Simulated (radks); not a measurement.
Neutral iodine inside a hard spherical wall (all orbitals vanish at R), configuration held at [Kr] 4d10 5s2 5p5 and not refilled when levels cross. Calculated with a radial shooting solver on a logarithmic mesh with Libxc functionals: scalar-relativistic Kohn-Sham, PBE, spin-polarised, spherical densities, finite nucleus; open shells are filled with parallel spins first (spin-orbit coupling, left out, can overturn this in heavy ions); Fermi nuclear charge, rms radius 4.75 fm. Eigenvalues in eV for spin up, with the zero of energy where the potential of the charges vanishes at infinity; a dash marks a level that is unbound or too diffuse for the functional's potential to be trusted. A positive occupied level is held by the wall or, in an anion where self-interaction has pushed it up, behind a barrier. The pressure on the wall is -dE/dV.

\begin{tabular}{lrrrrrrrrr}
R (bohr) & E (hartree) & kinetic (hartree) & e(4p) & e(4d) & e(5s) & e(5p) & e(6s, empty) & e(5d, empty) & pressure (GPa) \\ \hline
free & -7116.16923 & 7469.013 & -127.58 & -50.308 & -17.689 & -7.373 & - & - & 0 \\
20 & -7116.16923 & 7469.013 & -127.58 & -50.308 & -17.689 & -7.373 & - & - & < 0.0001 \\
15 & -7116.16923 & 7469.013 & -127.58 & -50.308 & -17.689 & -7.373 & -0.514 & 1.075 & < 0.0001 \\
12 & -7116.16922 & 7469.013 & -127.58 & -50.307 & -17.689 & -7.373 & -0.375 & 1.365 & 0.000105 \\
10 & -7116.16915 & 7469.014 & -127.57 & -50.300 & -17.682 & -7.367 & -0.057 & 1.731 & 0.00273 \\
6 & -7116.14430 & 7469.200 & -126.73 & -49.463 & -17.019 & -6.690 & 4.909 & 4.689 & 2.33 \\
4 & -7115.67885 & 7471.601 & -120.58 & -43.470 & -12.281 & -1.074 & 27.025 & 15.220 & 113 \\
3.5 & -7115.07647 & 7474.213 & -115.94 & -39.014 & -8.210 & 4.010 & 44.390 & 23.334 & 342 \\
2 & -7097.90214 & 7534.924 & -67.710 & 8.072 & 66.606 & 93.087 & 282.91 & 139.02 & 24400 \\
1.5 & -7051.29198 & 7680.777 & -0.184 & 81.286 & 232.55 & 274.18 & 672.81 & 335.98 & 190000 \\
\end{tabular}
